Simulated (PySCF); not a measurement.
## Simulated characterisation data

Computed data (PySCF 2.14.0 with density-fitted response routines): shielding tensors at PBE0/pcSseg-1 (GIAO), geometry from PBE0-D3(BJ)/def2-SVP, J: B3LYP/pcJ-1 (spin–dipole term left out of most H,H and C,H couplings). No solvent model, equivalent nuclei averaged, non-relativistic, one computed conformer.

Referencing at the same level of theory: $^{1}$H and $^{13}$C against TMS. Multiplet labels drop J under 1 Hz and among equivalent protons, and merge close values. Unscaled 3J(H,H) run several per cent high. Vicinal couplings that depend on rotamer populations or ring flexing (ring, CH–CH, X–H and H–F types) are those of the one conformer. Couplings to H on boron are left out. Carbons bonded to boron are broad in practice. Shifts are as computed. Against solution values, carbons near 30 ppm lie about +2 ppm off and those near 130 ppm about +5 ppm. Of 1309 compounds with measured shifts, 239 miss one by over three times the rms of a fit or turn the order of signals round; such compounds aren't used in these exercises.

Compound 1 (C6H11B). $^{1}$H NMR (400 MHz, computed): δ 1.63 (d, J = 2.5 Hz, 2H), 1.40 (t, J = 2.5 Hz, 1H), 0.72 (s, 6H), 0.65 (d, J = 1.2 Hz, 1H), 0.49 (d, J = 1.2 Hz, 1H). $^{13}$C{$^{1}$H} NMR (computed): δ 45.1 (CH), 34.5 (CH2), 12.9 (CH3), 5.8 (CH). Structure: SMILES CB(C)[C@H]1[C@@H]2C[C@@H]21.

Compound 2 (C6H11B). $^{1}$H NMR (400 MHz, computed): δ 6.39 (ddt, J = 18.0, 11.5, 9.0 Hz, 1H), 6.13 (br, 1H), 5.26 (ddt, J = 11.5, 2.4, 1.5 Hz, 1H), 5.20 (ddt, J = 18.0, 2.4, 1.7 Hz, 1H), 2.38 (dt, J = 9.0, 1.6 Hz, 2H), 1.06 (m, 2H), 0.89 (m, 2H), 0.83 (m, 1H). $^{13}$C{$^{1}$H} NMR (computed): δ 147.6, 120.5, 39.6, 12.9, 11.2. Structure: `C1C(BCC=C)C1`.
